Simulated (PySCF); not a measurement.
Molecular orbitals of KNa⁺

B97-3 at R = 4.115 Å; K 6-31G(d,p), Na 6-31G(d,p); no relativity (PySCF 2.14). State: ²Σ⁺ (doublet), unpaired electrons σ ↑. Only the outer orbitals are listed, counted within each symmetry.

```csv
spin,orbital,occ.,ε (eV),on K (%),main shells (%)
α,6σ,1,-43.55,100,100 K s
α,2π,1,-36.61,0,100 Na p
α,2π,1,-36.61,0,100 Na p
α,7σ,1,-36.60,0,100 Na p
α,3π,1,-25.83,100,100 K p
α,3π,1,-25.83,100,100 K p
α,8σ,1,-25.80,100,100 K p
α,9σ,1,-7.43,44,"51 Na s, 24 K s, 14 K p"
α,10σ,0,-4.33,66,"72 K s, 33 Na s"
α,4π,0,-3.70,48,"51 Na p, 34 K p, 14 K d"
α,4π,0,-3.70,48,"51 Na p, 34 K p, 14 K d"
β,6σ,1,-43.53,100,100 K s
β,2π,1,-36.60,0,100 Na p
β,2π,1,-36.60,0,100 Na p
β,7σ,1,-36.58,0,100 Na p
β,3π,1,-25.83,100,100 K p
β,3π,1,-25.83,100,100 K p
β,8σ,1,-25.78,100,100 K p
β,9σ,0,-2.58,101,"86 K s, 14 K p"
β,4π,0,-0.99,100,"88 K d, 12 K p"
β,4π,0,-0.99,100,"88 K d, 12 K p"
```

Q: Which are the highest filled and the lowest empty level, where do they sit, and how wide is the gap?

A: Highest filled α 9σ at -7.43 eV (in %: 51 Na s, 24 K s, 14 K p); lowest empty α 10σ at -4.33 eV (in %: 72 K s, 33 Na s); the gap at B97-3 is 3.10 eV.

The bond order (Mayer) is 0.49, the ⟨S²⟩ is 0.750 and the charge on K (Mulliken, basis-dependent) is 0.56. The charge on K (Löwdin, basis-dependent) is 0.57 and the dipole moment (positive dipole points towards Na; it is taken about the centre of mass and depends on that origin) is -0.81 D.

Shares are Mulliken populations and can fall outside 0 to 100 %.

The state is the lowest determinant that a PBE0 search found; another state may lie lower at other levels.
